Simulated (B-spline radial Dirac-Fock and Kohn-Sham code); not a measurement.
**Kohn-Sham estimates against Dirac-Fock for the levels of Ar¹⁴⁺**

System: Ar¹⁴⁺, configuration [He] 2s2.

The density-functional columns are spherical, spin-unpolarised Dirac-Kohn-Sham results without Breit or QED terms: −ε is minus the orbital energy of the initial state and ΔSCF the difference of two total energies. The reference in the last column comes from multi-electron Dirac-Fock with separately optimised hole states, Breit and Lamb-shift corrections added in first order. All numbers are from a B-spline atomic structure program, in eV; a selection of levels is shown. The Kohn-Sham columns are given as differences from the reference.

```
  level  LDA −ε − DF  LDA ΔSCF − DF  Dirac-Fock
 K (1s)       -120.9           +9.2      3936.1
L1 (2s)        -25.1           +5.1       849.9
```

For the outermost level NIST gives 855.5 ± 0.3 eV (semi-empirical); the differences from it are LDA −ε -30.74, LDA ΔSCF -0.48, Dirac-Fock -5.61 eV.

Values without a named source are computed, but for edge energies of neutral atoms, which are taken from tables.
